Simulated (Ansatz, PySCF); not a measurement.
Gas-phase reaction (SMILES): [SiH3]C[SiH3] -> [SiH3] (SiH3) + [CH2][SiH3]; the C-Si bond at the site shown breaks (other sites are not compared here).

Each molecule is optimised on its own at B3LYP-D3(BJ)/def2-TZVP (Ansatz, a first-principles code). Correlated levels leave the core frozen unless marked. Open shells are spin-unrestricted. Spin-orbit coupling is left out. Non-relativistic. Basis-set limits of correlation are two-point, X^-3; Hartree-Fock from the larger set. [CCSD(T)-MP2]/basis is that difference in the basis named. Thermal terms are rigid-rotor harmonic-oscillator values from B3LYP-D3(BJ) frequencies (Ansatz or PySCF) at 298.15 K and 1 atm. 1 Eh = 627.5095 kcal/mol.

```tsv
species	E, RI-MP2/CBS(cc-pV(T+d)Z,cc-pV(Q+d)Z)+[CCSD(T)-MP2]/cc-pV(T+d)Z (Ansatz) (Eh)	E, wB97X-V/def2-TZVPD (Ansatz) (Eh)	H - E (Eh)
[SiH3]C[SiH3]	-621.01530	-621.83086	0.08386
[SiH3] (SiH3)	-290.80600	-291.18498	0.02515
[CH2][SiH3]	-330.06259	-330.49906	0.05238
```

Task: Work out ΔE and ΔH at 298.15 K at the first level, then ΔH at the second.

Result: 
1. ΔE = [(-290.80600) + (-330.06259)] - [(-621.01530)] = 0.14671 Eh = 92.1 kcal/mol at RI-MP2/CBS(cc-pV(T+d)Z,cc-pV(Q+d)Z)+[CCSD(T)-MP2]/cc-pV(T+d)Z.
2. The terms H - E add up to -0.00633 Eh, so ΔH = (0.14671 + (-0.00633))×627.5095 = 88.1 kcal/mol.
3. At wB97X-V/def2-TZVPD the same steps give ΔE = 92.1 and ΔH = 88.2 kcal/mol, a shift of +0.1 from the first level.
4. These values are not checked against measurement here, since the tables used lack a sound gas-phase enthalpy of formation for at least one species.
